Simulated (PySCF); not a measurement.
How methods differ on the excitation energy of He

He 1s2 (1S) → He 1s1 2p1 (3P), as a difference of total energies. All numbers are calculated (PySCF 2.14, no relativity, point nucleus, in aug-cc-pVTZ (4s3p2d, 23 functions)). Correlated levels: valence: nothing frozen. The calculations carry no spin-orbit coupling.

**Question.** Order these methods by the excitation energy they give, lowest first.
A. CCSD (valence)
B. UHF
C. MP2 (valence)
D. SCS-MP2 (valence)

**Answer.** B (186480 cm⁻¹), C (193170 cm⁻¹), A (194230 cm⁻¹), D (195110 cm⁻¹).

Errors of the correlated levels include the incompleteness of this basis.

The promoted electron is Rydberg-like, and one or two diffuse shells describe it only roughly, which tends to raise the upper state.

With two correlated electrons CCSD is exact in that space.

For comparison: 169090 cm⁻¹ (measured; NIST levels, between the centres of gravity of the two terms).
